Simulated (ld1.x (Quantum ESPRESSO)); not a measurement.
**Logarithmic derivatives: hafnium (Hf), TM**

ld1.x (Quantum ESPRESSO) 7.5 input, shortened:

```
&input
   title='Hf', zed=72., rel=1, dft='PZ', iswitch=3,
   config='[Xe] 4f14 5d2 6s2 6p0'
 /
 &inputp
   pseudotype=2, tm=.true., lloc=-2, rcloc=1.75,
   nlcc=.true., rcore=1.70
 /
3
6S  1  0   2.00   0.00  2.20  2.20  0.0
5P  2  1   6.00   0.00  2.05  2.05  0.0
5D  3  2   2.00   0.00  1.95  1.95  0.0
 &test
   configts(1)='5p6 5d2 6s2 6p0'
 /
```

The phase is arctan(r·u′/u) with u = r·R(r), unwrapped; energies in Ry, scanned from -5 to 5 Ry. A pole is an energy at which the radial function vanishes at the test radius. The pseudo phase is shifted by a multiple of π to meet the all-electron one at the reference energy, and phase errors are pseudo minus all-electron; the curves can meet again beyond the range given. Levels narrower than the energy grid can be missing from the lists of poles. Where the grid stepped over a known ghost or core level, its pole and its step of π were put in at the level’s energy.

Q: For each channel, where are the poles, and over which energies does the pseudopotential scatter like the atom?

A:

```csv
channel,radius (bohr),reference energy (Ry),"poles, all-electron","poles, pseudo",unbroken range about the reference energy with phases within 0.05 rad,phase error 1 Ry above the reference energy (rad)
s,2.41,-0.39,"-4.94, -4.85, 3.97","-1.34, 3.72",-1.1 to 0.5,+0.050
p,2.41,-2.62,-2.35,-2.35,below 0.7,-0.002
d,2.41,-0.21,0.99,0.99,below 4.2,-0.000
```

Note: ghost state, extra bound levels that the all-electron valence spectrum of the same l lacks: s at -18.6 eV. A true bound ghost makes a file unfit for plane-wave use.

Phases in the d channel:

| E (Ry) | all-electron | pseudo |
| --- | --- | --- |
| -5.00 | 1.377 | 1.377 |
| -4.48 | 1.365 | 1.365 |
| -3.96 | 1.350 | 1.350 |
| -3.44 | 1.330 | 1.330 |
| -2.92 | 1.305 | 1.305 |
| -2.40 | 1.268 | 1.268 |
| -1.88 | 1.211 | 1.211 |
| -1.36 | 1.103 | 1.103 |
| -0.84 | 0.823 | 0.823 |
| -0.32 | -0.296 | -0.296 |
| 0.20 | -1.257 | -1.257 |
| 0.72 | -1.505 | -1.505 |
| 1.24 | -1.617 | -1.617 |
| 1.76 | -1.693 | -1.694 |
| 2.28 | -1.764 | -1.766 |
| 2.80 | -1.849 | -1.852 |
| 3.32 | -1.977 | -1.985 |
| 3.84 | -2.230 | -2.251 |
| 4.36 | -2.868 | -2.934 |
| 4.88 | -3.808 | -3.862 |
